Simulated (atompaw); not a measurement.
# Tl: variants of one PAW (atompaw) potential

Base potential:

```
Element                 : Tl (Z = 81)
Generator               : atompaw 4.2.0.5
Type                    : PAW
Functional              : PBE
Relativity              : scalar-relativistic
Frozen core             : [Kr] 4d10 4f14
Valence charge          : 21
Reference configuration : 5s2 5p6 5d10 6s1 6p2
Partial waves           : 5s (bound): rc 1.10 bohr; 6s (bound): rc 1.40 bohr; 5p (bound): rc 1.85 bohr; 6p (bound): rc 2.15 bohr; 5d (bound): rc 2.15 bohr; 5d channel at 2.65 Ry: rc 2.15 bohr
Local potential         : troulliermartins scheme with l = 3 at 0.5 Ry, radius 1.50 bohr
Core correction         : smooth core density matched at 1.15 bohr
Augmentation charge     : sinc compensation charge, radius 1.80 bohr; PAW radius 2.15 bohr; waves and projectors: modrrkj vanderbiltortho
```

Cutoffs, loose and tight: the cutoffs (Ry, on a coarse ladder) from which the occupation-weighted sum of valence levels, in a spherical-Bessel basis at the reference potential, stays within 10 and 1 mRy of its value at 400 Ry. They see the waves, projectors and local potential, not the compensation charge or the core. A dash means not determined.

A true bound ghost makes a file unfit for plane-wave use even where its test errors are small: the radial tests pick states by their node count and pass the ghost by.

| change | outcome | cutoff, loose | cutoff, tight | bound ghosts |
| --- | --- | --- | --- | --- |
| base | generated | 40 Ry | 80 Ry | none |
| local potential bessel scheme, radius 1.50 bohr | failed: atompaw: The overlap operator has at least one negative eigenvalue! | – | – | – |
| waves 5s (bound); 6s (bound); 5p (bound); 6p (bound); 5d (bound); 5d channel at 2.65 Ry; augmentation sinc compensation charge, radius 1.80 bohr; PAW radius 2.15 bohr; waves and projectors: bloechl | generated, no UPF (negative core plus compensation charge) | 120 Ry | 160 Ry | none |
| local potential troulliermartins scheme with l = 3 at 0.5 Ry, radius 1.22 bohr | generated | 40 Ry | 70 Ry | s, p, d |
| wave 5s (bound): rc 1.10 bohr becomes 5s (bound): rc 2.02 bohr | generated | 35 Ry | 55 Ry | none |
| augmentation sinc compensation charge, radius 1.80 bohr; PAW radius 2.15 bohr; waves and projectors: custom rrkj gramschmidtortho | generated | 45 Ry | 80 Ry | none |
| functional PBEsol | generated | 40 Ry | 80 Ry | p |
| non-relativistic | generated | 45 Ry | 90 Ry | none |
| core [Xe] 4f14 5d10, valence charge 3; reference 6s2 6p1; waves now 6s (bound): rc 3.00 bohr; 6s channel at -0.05 Ry: rc 3.00 bohr; 6p (bound): rc 3.00 bohr; 6p channel at 1.65 Ry: rc 3.00 bohr; local potential troulliermartins scheme with l = 2 at 0.5 Ry, radius 2.05 bohr; core correction smooth core density matched at 2.05 bohr; augmentation sinc compensation charge, radius 2.30 bohr; PAW radius 3.00 bohr; waves and projectors: modrrkj vanderbiltortho | failed: atompaw: The overlap operator has at least one negative eigenvalue! | – | – | – |
| core correction smooth core density matched at 0.90 bohr | generated | 40 Ry | 80 Ry | none |
